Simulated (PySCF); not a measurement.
Ligands exchanged one at a time, Ga F-SH. All species are isolated molecules in the gas phase. One relaxed conformer stands for each flexible species; it need not be the lowest. Strings in code marks are SMILES.

All values below come from PySCF with TPSSh-D3(BJ)/def2-TZVP // CAM-B3LYP-D3(BJ)/def2-TZVP. Excitations are Tamm–Dancoff values on a coarser integration grid. The basis has no diffuse functions, so Rydberg states are missing or too high.

```tsv
species	S1–T1 gap (TDA) (eV)	S1 oscillator strength	HOMO–LUMO gap (eV)
0 of 3 F replaced by SH (`[F][Ga]([F])[F]`)	0.35	0.000	7.88
1 of 3 F replaced by SH (`[F][Ga]([F])[SH]` (F–Ga–S–H torsion 0°))	0.43	0.022	5.90
2 of 3 F replaced by SH (`[F][Ga]([SH])[SH]` (S–Ga–S–H torsion -180°, S–Ga–S–H torsion -180°))	(withheld)	(withheld)	5.73
3 of 3 F replaced by SH	0.27	(withheld)	5.69
```

Problem. What belongs in the gaps?

Solution. 
- 2 of 3 F replaced by SH (`[F][Ga]([SH])[SH]` (S–Ga–S–H torsion -180°, S–Ga–S–H torsion -180°)), S1–T1 gap (TDA) (eV): 0.32
- 2 of 3 F replaced by SH (`[F][Ga]([SH])[SH]` (S–Ga–S–H torsion -180°, S–Ga–S–H torsion -180°)), S1 oscillator strength: 0.000
- 3 of 3 F replaced by SH, S1 oscillator strength: 0.000
